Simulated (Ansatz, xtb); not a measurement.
Species: CCuO, net charge 1, singlet state. SMILES: O=[C+][Cu]
Geometry from a B3LYP-D3(BJ)/def2-TZVP (Ansatz, a quantum-chemistry and plane-wave program) optimisation:
```
C
O 1 1.1141
Cu 1 1.9065 2 180.00
```
Charge +1, spin multiplicity 1.

Harmonic wavenumbers from GFN2-xTB (xtb, at its own minimum), cm⁻¹: 236, 236, 273, 2297.

Problem. Give the harmonic wavenumbers at B3LYP-D3(BJ)/def2-TZVP (Ansatz, finite differences of forces, unscaled).

Solution. 285, 285, 355, 2314 cm⁻¹. Zero-point energy 4.6 kcal/mol.

Problem. From these and the geometry, give the ideal-gas thermochemistry at 298.15 K and 1 atm (rigid rotor, harmonic oscillator).

Solution. Point group C∞v, rotational symmetry number 1. Rotational constants 3.765, 3.765 GHz. S(trans) 39.46, S(rot) 16.71, S(vib) 4.15, S(elec, spin only) 0.00, S 60.3 cal/(mol K). H(298) - H(0) 2.85 kcal/mol; G - E(el) -10.5 kcal/mol.
